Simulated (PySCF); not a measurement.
GeH₈N₂Si. Atoms are numbered in the order given.

```xyz
12

N     -2.6155     0.2851     0.0555
Si    -1.0586     1.0891     0.0951
Ge     0.6023    -0.6310     0.0566
N      2.2366     0.1972    -0.3164
H     -2.7743    -0.3953    -0.6930
H     -3.4575     0.8539     0.1853
H     -0.9980     1.8948     1.3644
H     -0.7492     2.0515    -1.0399
H      0.7851    -1.3298     1.4318
H      0.1796    -1.7467    -0.9684
H      3.0089    -0.4765    -0.3947
H      2.2041     0.7159    -1.2031
```

Geometry optimised at PBE-D3(BJ)/def2-SVP. This is a generated structure with no PubChem entry under its InChIKey; it may be hypothetical. The values are those of a single conformer.

Method: PBE/pcSseg-1 (PySCF).

GIAO shieldings, no solvent; atoms listed in one row are averaged. δ = σ(ref) − σ: ¹⁵N against NH3 (σ = 267.0 ppm); ²⁹Si against TMS (σ = 335.4 ppm); ⁷³Ge against GeH4 (σ = 1614.4 ppm); ¹H against TMS (σ = 31.49 ppm), references at their B3LYP-D3(BJ)/def2-TZVP geometries, non-relativistic.

```json
[
 {"nucleus": "¹⁵N", "atoms": "N1", "count": "1", "δ (ppm)": "8.3"},
 {"nucleus": "¹⁵N", "atoms": "N4", "count": "1", "δ (ppm)": "6.2"},
 {"nucleus": "²⁹Si", "atoms": "Si2", "count": "1", "δ (ppm)": "-40.8"},
 {"nucleus": "⁷³Ge", "atoms": "Ge3", "count": "1", "δ (ppm)": "206.3"},
 {"nucleus": "¹H", "atoms": "H8", "count": "1", "δ (ppm)": "5.81"},
 {"nucleus": "¹H", "atoms": "H10", "count": "1", "δ (ppm)": "5.69"},
 {"nucleus": "¹H", "atoms": "H7", "count": "1", "δ (ppm)": "5.56"},
 {"nucleus": "¹H", "atoms": "H9", "count": "1", "δ (ppm)": "5.24"},
 {"nucleus": "¹H", "atoms": "H6", "count": "1", "δ (ppm)": "0.44"},
 {"nucleus": "¹H", "atoms": "H5", "count": "1", "δ (ppm)": "0.12"},
 {"nucleus": "¹H", "atoms": "H11", "count": "1", "δ (ppm)": "0.09"},
 {"nucleus": "¹H", "atoms": "H12", "count": "1", "δ (ppm)": "-0.20"}
]
```
